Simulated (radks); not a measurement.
The numbers below are computed, except where a source is named.
Fractional charge and spin in the 6s shell of bismuth: the spin-up occupation runs from 0 to 1 and the spin-down occupation from 0 to 1; the fullest corner is Bi2+, [Xe] 4f14 5d10 6p(up 0.5, down 0.5) 6s(up 1, down 1). Level of theory: scalar-relativistic Kohn-Sham, LDA (Slater exchange, Perdew-Wang correlation), spin-polarised, spherical densities, point nucleus (a radial shooting solver on a logarithmic mesh with Libxc functionals). Energy (eV) minus the two flat planes that join the four corners (they meet along the diagonal where the two added fractions sum to one electron); zero is where a piecewise linear energy would lie.

\begin{tabular}{lrrrrr}
down \ up & 0 & 0.25 & 0.5 & 0.75 & 1 \\ \hline
0 & 0.000 & -0.994 & -1.323 & -0.990 & 0.000 \\
0.25 & -0.994 & -1.269 & -0.886 & 0.151 & -0.944 \\
0.5 & -1.323 & -0.886 & 0.202 & -0.846 & -1.254 \\
0.75 & -0.990 & 0.151 & -0.846 & -1.207 & -0.938 \\
1 & 0.000 & -0.944 & -1.254 & -0.938 & 0.000 \\
\end{tabular}

Corners above the fullest one (they belong to Bi3+ and the next ion): (up 1, down 0) 36.092 eV, (up 0, down 1) 36.092 eV, (up 0, down 0) 83.306 eV. With half an added electron in each spin the energy lies 0.202 eV from the planes, and with half an added electron in spin up alone -1.323 eV. The planes are only a guide here: the flat-plane condition holds for ground states with one frontier orbital, while this shell lies below other occupied shells, so the corners above the fullest one are inner-hole states and not the ground states of those ions.
